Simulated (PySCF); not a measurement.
SbF₂Br, SMILES [F][Sb]([F])[Br]. Atoms are numbered in the order given.

```xyz
4

Sb    -0.7550     0.3615     0.0000
F     -1.2335    -0.8591     1.4211
F     -1.2335    -0.8591    -1.4211
Br     1.7346    -0.0849     0.0000
```
Charge 0, spin multiplicity 1.

Coordinates come from a B3LYP-D3(BJ)/def2-SVP optimisation. The def2 effective core potentials stand for the cores of Sb; spin–orbit coupling is left out.

Computed with B3LYP/def2-TZVPD (PySCF).

Mulliken values depend strongly on the basis, most of all with diffuse functions as here. ESP charges are fitted to the potential on shells at 1.4 to 2.0 van der Waals radii. Atomic charges (e):

| atom | Mulliken | ESP fit |
|---|---|---|
| Sb1 | 1.35 | (withheld) |
| F2 | -0.52 | (withheld) |
| F3 | -0.52 | (withheld) |
| Br4 | -0.30 | (withheld) |

Problem. What belongs in the gaps? (The exact figures need the calculation; the answer reports its results.)

Solution. 
- Sb1, ESP fit: 0.70
- F2, ESP fit: -0.27
- F3, ESP fit: -0.27
- Br4, ESP fit: -0.15
